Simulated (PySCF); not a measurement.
A small calculation by hand: chemical shift, span and skew from a shielding tensor

Ge(Cl)(OH)2(OMe) (CH5ClGeO3), SMILES C[O][Ge]([OH])([OH])[Cl]. Atoms are numbered in the order given.

```xyz
11

C      2.3803    -0.6085    -0.4950
O      1.0409    -0.9094    -0.8716
Ge    -0.3237    -0.1997     0.0270
O     -0.5427    -0.8215     1.6749
O     -1.7708    -0.6053    -0.9156
Cl     0.0338     1.9195     0.2620
H      2.6517    -1.0695     0.4814
H      3.0503    -1.0249    -1.2745
H      2.5610     0.4874    -0.4261
H     -1.0333    -1.6656     1.6340
H     -1.5456    -0.6269    -1.8661
```

Geometry: PBE-D3(BJ)/def2-SVP. One conformer was computed; it need not be the lowest.

GIAO shieldings from B3LYP/pcSseg-1 run with PySCF, non-relativistic, no solvent. The symmetric part of the tensor of C1 has the principal values 93.4, 94.9, 175.9 ppm. The same nucleus in TMS has σ = 181.3 ppm at this level (PySCF, at its B3LYP-D3(BJ)/def2-TZVP geometry). Without spin–orbit terms, shifts of atoms bonded to Cl or Br come out too high.

Question: Work out the isotropic shielding, the ¹³C shift against TMS, the span and the skew.

Answer: 
σ(iso) = (σ11 + σ22 + σ33)/3 = 121.4 ppm. δ = σ(ref) − σ(iso) = 181.3 − (121.4) = 59.9 ppm.
Span Ω = σ33 − σ11 = 82.5 ppm. Skew κ = 3(σ(iso) − σ22)/Ω = 0.96. Tumbling in solution averages the tensor to δ; in a static solid the shielding alone would spread this spin-1/2 line over Ω.
